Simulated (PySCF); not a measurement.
Match the calculated data to a structure.

All candidates are C5H10OS.

- Polarisability: 84.5 au [PBE0/def2-SVPD]
- 13C NMR: chemical shifts (computed TMS as zero) by class: 202.6 (1 C), 49.2 (1 C), 30.3 (1 C), 14.9 (1 C), 14.3 (1 C) ppm [GIAO PBE0/pcSseg-1]
- Rotational structure: rotational constants A, B, C: 2.724, 1.719, 1.580 GHz [GFN2-xTB]
- 1H NMR: chemical shifts (computed TMS as zero) by class: 3.12 (1 H), 2.41 (3 H), 1.91 (3 H), 1.38 (3 H) ppm [GIAO PBE0/pcSseg-1]
- UV, first state: lowest singlet excitation: 4.23 eV (293 nm, f = 0.016) [TDDFT PBE0/def2-SVPD]
- NMR, other nuclei: isotropic shieldings of nuclei other than C and H, by class: -280 (1 O), 495 (1 S) ppm [GIAO PBE0/pcSseg-1]
- Triplet: lowest triplet excitation (Tamm–Dancoff): 3.66 eV [TDA PBE0/def2-SVPD]
- UV, strongest line: among the 6 lowest singlet transitions: S6 at 6.81 eV (182 nm, f = 0.052) [TDDFT PBE0/def2-SVPD]

Electronic properties: PySCF, gas phase, density fitting. Levels stand in brackets. One conformer (not necessarily the lowest) at the GFN2-xTB geometry, without solvent, vibrations or thermal averaging. Each NMR value is the plain mean over a class of atoms that symmetry, rotation or inversion makes alike.

Question: Which candidate is it?
A. `CS[C@H](C)C(C)=O`
B. `O=S1CCCCC1`
C. `C=CCC[S@@](C)=O`

Answer: A. It is `CS[C@H](C)C(C)=O`. Numbering: `[CH3:1][S:2][C@H:3]([CH3:4])[C:5]([CH3:6])=[O:7]`. Its formula, C5H10OS, gives 1 degree of unsaturation: 0 rings and 1 π bond in the structure found. 5 carbons fall into 5 classes; from least to most shielded: ketone carbonyl carbon [C5] (202.6 ppm), sp3 carbon bound to sulfur [C3] (49.2 ppm), methyl carbon next to a carbonyl [C6] (30.3 ppm), methyl carbon [C4] (14.9 ppm), S-methyl carbon [C1] (14.3 ppm). Hydrogen classes from least to most shielded: 1 H on an sp3 carbon bound to sulfur, C3 (3.12 ppm), 3 H on a methyl carbon next to a carbonyl, C6 (2.41 ppm, a mean of values up to 1.3 ppm apart in this geometry), 3 H on an S-methyl carbon, C1 (1.91 ppm), 3 H on a methyl carbon, C4 (1.38 ppm, a mean of values up to 0.8 ppm apart in this geometry). The other shieldings belong to: -280 ppm, ketone oxygen [O7]; 495 ppm, sulfide sulfur [S2]. S1 is mainly HOMO→LUMO (weight 0.76); the largest Löwdin shares of the orbital it empties are 0.56 on the sulfide sulfur, 0.10 on the ketone oxygen, 0.08 on the S-methyl carbon and 0.08 on the sp3 carbon bound to sulfur, of the orbital it fills 0.34 on the ketone carbonyl carbon, 0.29 on the ketone oxygen, 0.17 on the sulfide sulfur and 0.06 on the sp3 carbon bound to sulfur. The optimised geometry has point group C1 and is an asymmetric top.

The others, at the same levels:
- `O=S1CCCCC1` fails: it has 3 carbon classes against 5; its computed 13C shifts are 63.1 (2 C), 30.5 (1 C), 26.5 (2 C) ppm, 1H shifts are 3.19 (2 H), 2.43 (2 H), 1.96 (2 H), 1.65 (1 H), 1.39 (2 H), 1.20 (1 H) ppm and lowest singlet excitation is 5.69 eV (218 nm, f = 0.008) (against 4.23 eV).
- `C=CCC[S@@](C)=O` fails: its computed 13C shifts are 145.9 (1 C), 121.4 (1 C), 66.0 (1 C), 46.3 (1 C), 32.3 (1 C) ppm, 1H shifts are 6.57 (1 H), 5.48 (1 H), 5.32 (1 H), 3.15 (1 H), 2.66 (1 H), 2.34 (1 H), 2.29 (3 H), 2.06 (1 H) ppm and lowest singlet excitation is 5.76 eV (215 nm, f = 0.015) (against 4.23 eV).

Each candidate is one conformer, not necessarily the lowest. Dipoles, sizes and rotational constants follow the conformer. The torsions of the flexible species, by atom-mapped SMILES:
- `[CH3:1][S:2][C@H:3]([CH3:4])[C:5]([CH3:6])=[O:7]`: C1–S2–C3–C4 55°, S2–C3–C5–C6 -85°
- `[CH2:1]=[CH:2][CH2:3][CH2:4][S@@:5]([CH3:6])=[O:7]`: C1–C2–C3–C4 -123°, C2–C3–C4–S5 -67°, C3–C4–S5–C6 -176°

The conformers of `O=S1CCCCC1` aren't listed.
